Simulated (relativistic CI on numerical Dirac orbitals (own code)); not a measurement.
**One change at a time: Pb2+**

Base calculation: Dirac-Coulomb-Breit CI, separate exchange-only KLI orbitals for each configuration, QED by a radiative potential, valence Slater integrals scaled by 0.85, P86 correlation energy added to each configuration.

Configurations in the expansion (outside the closed core [Xe] 4f14): 5d10 6s2, 5d10 6s 6p, 5d10 6s 6d, 5d10 6s 7s, 5d10 6s 7p, 5d9 6s2 6p, 5d10 6p 6d, 5d9 6s2 5f, 5d10 6s 5f, 5d10 6s 8s, 5d10 6s 7d, 5d10 6s 8p, 5d10 6s 6f, 5d10 6s 5g, 5d10 6s 9s, 5d10 6s 8d, 5d10 6s 9p, 5d10 6s 9d, 5d10 6p 7s, 5d9 6s2 7p, 5d9 6s2 7s, 5d10 5f 6d, 5d9 6s2 6d, 5d9 6s2 8s, 5d9 6s2 7d, 5d9 6s2 8p, 5d10 6p2, 5d9 6p3, 5d9 5f 6p2, 5d10 6d2, 5d9 6p 6d2, 5d9 5f 6d2, 5d10 5f2, 5d9 5f2 6p, 5d9 5f3, 5d10 5f 6p. Double excitations out of closed p, d and f shells are left out; levels of such configurations are missing from the list, as are those of other unlisted configurations, and high levels can miss mixing partners. These lack a partner that the ground configuration has and come out too high: 5d9 6s2 7p, 5d9 6s2 7s, 5d9 6s2 6d, 5d9 6s2 8s, 5d9 6s2 7d.

Variants: (1) self-excluded LDA correlation estimate; (2) no correlation estimate; (3) non-relativistic limit. Shifts of the energy above 5d10 6s2 1S_0, in cm⁻¹, for the lowest level and the first level of each name with at least 55 % of one term (blank where a level changes its place among those of its configuration and J or its character, or is not in the variant):

```tsv
Level	Base	Δ(1)	Δ(2)	Δ(3)	Measured
5d10 6s2 1S_0	0.0	0.0	0.0	0.0	0.0
5d10 6s 6p 3P°_0	54221.7	+33.4	-1836.6	-11560.9	60397.0
5d10 6s 6p 3P°_1	58417.1	+38.2	-1847.4	-15756.3	64391.0
5d10 6s 6p 3P°_2	72099.4	+37.3	-1850.8	-29438.6	
5d10 6s 6p 1P°_1	90754.4	+85.6	-1949.5	-25576.1	95340.1
5d10 6p2 3P_0	140710.9	+157.2	-3217.4	-32635.2	142551.0
5d10 6s 7s 3S_1	144702.2	+2805.5	-4330.4	-22020.3	150083.7
5d10 6s 7s 1S_0	148977.8	+2846.2	-4331.9	-22050.3	153783.4
5d10 6s 6d 3D_2	152662.2	+1714.2	-4349.3		157925.0
5d10 6s 6d 3D_3	153505.6	+1727.0	-4358.3	-32370.9	158956.8
5d9 6s2 6p 3P°_2	155163.8	+300.3	-4062.5	+48522.5	154494.0
5d10 6p2 3P_2	161060.1	+619.5	-3562.3		164817.9
5d10 6s 7p 3P°_0	164806.4	+3403.0	-4872.7	-24389.0	170917.3
5d10 6s 7p 3P°_1	165314.9	+3350.0	-4859.2	-24897.5	171081.4
5d10 6s 7p 3P°_2	169538.6	+3218.7	-4846.5	-29121.2	176022.9
5d10 6s 7p 1P°_1	170677.1	+2792.0	-4783.8	-28065.2	177181.4
5d9 6s2 6p 3F°_4	173045.6	+386.1	-4145.5	+33754.8	173329.0
5d9 6s2 6p 3F°_2	174137.6	+525.9	-4147.6	+32662.9	173986.3
5d9 6s2 6p 3P°_1	175414.1	+655.1	-4109.1	+28272.3	174600.9
5d9 6s2 6p 1D°_2	177973.4	+351.8	-4121.7	+34402.2	177906.5
5d9 6s2 6p 3D°_3	178843.8	+277.7	-4078.5		
5d10 6s 5f 3F°_3	181916.9	+2401.1	-5029.3	-30964.3
```

For a near-neutral ion this model can misplace configurations by up to about 10,000 cm⁻¹ (more where the count of f electrons changes) and terms by 10 to 25 % of their spread. Rates follow the energies as ν³ (E1, M1) or ν⁵ (E2), so they and the lifetimes can be off by large factors. The fine structure of a lone outer electron comes out too small, for d and f at times inverted, and misplaced configurations move strength between like terms. 52 of the 66 excited levels that our extract of the measured tables holds in this range could be paired (the sources list more); they are missed by 5107 cm⁻¹ on average and 20108 at most, and levels without a partner can miss by more.

Measured levels: Moore, Atomic Energy Levels, vol. III, NSRDS-NBS 35 (1971 reprint of NBS Circular 467, 1958).

Ionisation energy from the two ground configurations alone: base 30.84 eV; self-excluded LDA correlation estimate 31.08 eV; no correlation estimate 29.77 eV. The NIST ASD value (measured) is 31.9373 eV. The gap of more than 2 % comes from missing correlation.

LS names give the leading component of a level, which can be under half, so a name can repeat, a term be missing and a line seem to break the LS rules.
